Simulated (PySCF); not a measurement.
Geometry:
```tsv
atom	x (Å)	y (Å)	z (Å)
Ga1	0.003	0.001	-0.007
H2	0.193	0.437	-1.562
H3	-0.895	1.118	0.761
H4	1.461	-0.110	0.705
H5	-0.746	-1.440	0.068
```

Total charge -1.

Geometry: PBE0-D3(BJ)/def2-SVP; GIAO absolute shieldings from PySCF, gas phase, non-relativistic, averaged over equivalent atoms.

At B97-D/pcSseg-1 (61 basis functions, roughly 2.2 core-seconds):
```json
{"atoms": "Ga1", "σ (ppm)": "1671.4"}
{"atoms": "H2/H3/H4/H5", "σ (ppm)": "28.54"}
```

Question: Estimate the result of repeating the calculation with B3LYP/pcSseg-2.

Answer: 
```json
{"atoms": "Ga1", "σ at B3LYP/pcSseg-2": "1694.2", "change": "+22.8"}
{"atoms": "H2/H3/H4/H5", "σ at B3LYP/pcSseg-2": "28.56", "change": "+0.02"}
```

The largest change is at Ga1 (Ga bonded to 4 H). Cost: 119 basis functions, roughly 3 core-seconds.

Relativistic effects, spin–orbit coupling among them, are left out; they matter for Ga and for the light atoms bonded to it.
